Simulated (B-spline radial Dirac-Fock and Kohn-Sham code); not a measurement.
Dipole and non-dipole photoemission parameters of Sc 4s

System: the Sc atom, configuration [Ar] 3d1 4s2; threshold 5.66 eV (orbital energy of the model). Method: Dirac-Hartree-Slater photoionisation with a Latter tail; cross sections with all multipoles, angular parameters from the dipole term and its interference with E2. Computed with a B-spline atomic structure program.

For linearly polarised light dσ/dΩ = σ/(4π) [1 + β P₂(cos θ) + (δ + γ cos²θ) sin θ cos φ], with θ from the polarisation vector and φ the angle between the beam and the projection of the electron momentum on the plane normal to the polarisation.

```
hν (eV)   σ (kb)      β       γ
   51.1     96.7  1.999   0.124
   55.8     88.0  1.999   0.134
     60     81.0  1.999   0.141
   62.1     77.7  1.999   0.144
   91.4     47.0  2.000   0.153
   99.6     41.7  2.000   0.150
    112     35.4  2.000   0.143
    116     33.7  2.000   0.140
    165     20.2  2.000   0.103
    230     12.2  2.000   0.052
    239     11.5  2.000   0.046
    274        ?      ?       ?
    294     8.19  2.000   0.013
    425     4.35  2.000  -0.033
    790     1.39  2.000  -0.022
    800     1.35  2.000  -0.020
    832     1.26  2.000  -0.014
   1000    0.881  2.000   0.021
   1280    0.540  2.000   0.094
   1350    0.484  2.000   0.114
 2984.4   0.0882  2.000   0.567
   6000   0.0167  2.000   1.211
   7590  0.00922  2.000   1.481
 8047.8  0.00793  1.999   1.552
 9251.7  0.00551  1.999   1.730
   9370  0.00533  1.999   1.747
   9730  0.00483  1.999   1.797
  11400  0.00317  1.999   2.018
  12000  0.00276  1.999   2.093
```

Question: Give the values at 274 eV.

Answer: σ = 9.20 kb, β = 2.000, γ = 0.024. For an s subshell δ is negligible.
